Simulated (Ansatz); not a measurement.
A nudged elastic band was laid between two geometries of F$_{2}$H$_{4}$Si$_{2}$ (8 atoms, charge 0, multiplicity 1).

Theory: Ansatz, RKS PBE0/def2-SVP.

| Quantity | Value |
| --- | --- |
| movable images | 5 |
| climbing image | yes |
| spring | 5.0 eV/Å² |
| optimiser | quadratic models (default) |
| start path | through a guess of the saddle point |
| force threshold | 0.03 eV/Å |
| iteration limit | 60 |
| end points | relaxed |

Initial state:

```xyz
8
Properties=species:S:1:pos:R:3
Si 0.173 0.005 0.199
H -0.096 -0.317 1.625
F 1.765 0.265 0.047
Si -0.983 1.835 -0.690
H -2.452 1.569 -0.630
H -0.668 3.055 0.113
H -0.566 2.044 -2.109
F -0.175 -1.312 -0.677
```

Final state:

```xyz
8
Properties=species:S:1:pos:R:3
Si -0.819 -0.273 0.516
H 1.778 -0.178 1.276
F 1.436 0.247 0.524
Si -1.130 1.799 -0.708
H -2.515 1.842 -1.286
H -0.991 2.988 0.197
H -0.158 1.957 -1.839
F -0.604 -1.240 -0.802
```

**Question.** Which bonds break or form, and what moves?

**Answer.** Bonds broken: Si1–H2, Si1–F3. Bonds formed: H2–F3. F2H4Si2 becomes FH + FH3Si2.

**Question.** What energy profile does the band end with?

**Answer.** The run converged. The highest image is number 4 of 0 to 6, 3.60 eV above the first end and 0.43 eV above the last; the last end lies 3.17 eV above the first. Neighbouring images differ by up to 1.7 eV, so the band resolves the path poorly. A vibrational analysis at the climbing image gives one clearly imaginary mode, 1191i cm⁻¹: a first-order saddle point. The orbitals stay closed-shell, which can raise the energy where a bond breaks towards radicals; this wasn't checked here.

```
image  path coordinate (Å)  energy (eV)  Si1–H2 (Å)  Si1–F3 (Å)  H2–F3 (Å)
    0                 0.00         0.00        1.49        1.62       2.51
    1                 0.51         0.01        1.49        1.62       2.49
    2                 1.01         0.32        1.48        1.62       2.22
    3                 1.52         1.94        1.50        1.71       1.68
    4                 2.03         3.60        1.67        1.96       1.15
    5                 2.56         3.23        2.26        2.25       0.94
    6                 3.09         3.17        2.71        2.31       0.93
```

**Question.** What is the geometry of the highest image?

**Answer.** 
```xyz
8
Properties=species:S:1:pos:R:3
Si -0.334 -0.123 0.413
H 1.054 -0.220 1.337
F 1.604 0.196 0.412
Si -1.093 1.828 -0.706
H -2.539 1.675 -1.056
H -0.931 3.011 0.193
H -0.297 2.032 -1.956
F -0.468 -1.256 -0.758
```

The band took 10 iterations and about 120 core-seconds.

Time of the run: 62 s on 2 threads of AMD EPYC 7B13 (Zen 3) (shared host), peak memory 0.18 GiB.
